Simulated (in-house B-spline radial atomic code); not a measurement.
## Ionising Os6+ with different functionals

Computed with an all-electron radial atomic-structure program (B-spline basis): four-component Dirac-Coulomb Hamiltonian, Fermi nucleus of rms radius 5.4126 fm, spin-restricted, spherical fractional occupations for the functionals. The ionisation energy is the difference of two self-consistent energies, [Xe] 4f14 5d2 → [Xe] 4f14 5d1, without Breit or QED terms; ε is the level of the shell that loses the electron (mean over j). The electron is taken from both j subshells in proportion to 2j + 1, so the result is a j average, not the step between ground levels.

Hybrids are left out here: with spherical fractional occupations of an open shell their exact exchange keeps a self-interaction that integer-occupation calculations don't have.

```json
{"method": "LDA VWN5", "rung": "LDA", "ΔSCF (eV)": "85.24", "-ε(5d) (eV)": "77.48"}
{"method": "relativistic LDA", "rung": "LDA", "ΔSCF (eV)": "85.25", "-ε(5d) (eV)": "77.49"}
{"method": "LDA PW92", "rung": "LDA", "ΔSCF (eV)": "85.24", "-ε(5d) (eV)": "77.47"}
{"method": "LDA exchange-only", "rung": "LDA", "ΔSCF (eV)": "83.53", "-ε(5d) (eV)": "75.78"}
{"method": "PBE", "rung": "GGA", "ΔSCF (eV)": "84.87", "-ε(5d) (eV)": "77.12"}
{"method": "PBEsol", "rung": "GGA", "ΔSCF (eV)": "84.90", "-ε(5d) (eV)": "77.15"}
{"method": "BLYP", "rung": "GGA", "ΔSCF (eV)": "84.81", "-ε(5d) (eV)": "77.04"}
{"method": "RPBE", "rung": "GGA", "ΔSCF (eV)": "84.78", "-ε(5d) (eV)": "77.03"}
{"method": "PW91", "rung": "GGA", "ΔSCF (eV)": "84.98", "-ε(5d) (eV)": "77.22"}
{"method": "BP86", "rung": "GGA", "ΔSCF (eV)": "84.94", "-ε(5d) (eV)": "77.20"}
{"method": "AM05", "rung": "GGA", "ΔSCF (eV)": "84.91", "-ε(5d) (eV)": "77.16"}
{"method": "OLYP", "rung": "GGA", "ΔSCF (eV)": "85.06", "-ε(5d) (eV)": "77.28"}
```

**Question.** How do they compare with the NIST value?

**Answer.** NIST lists 85 eV ± 2 (tabulated theory, ground level to ground level). Errors run from -1.57 to +0.15 eV; all lie within about twice that uncertainty, so the table can't rank the methods.
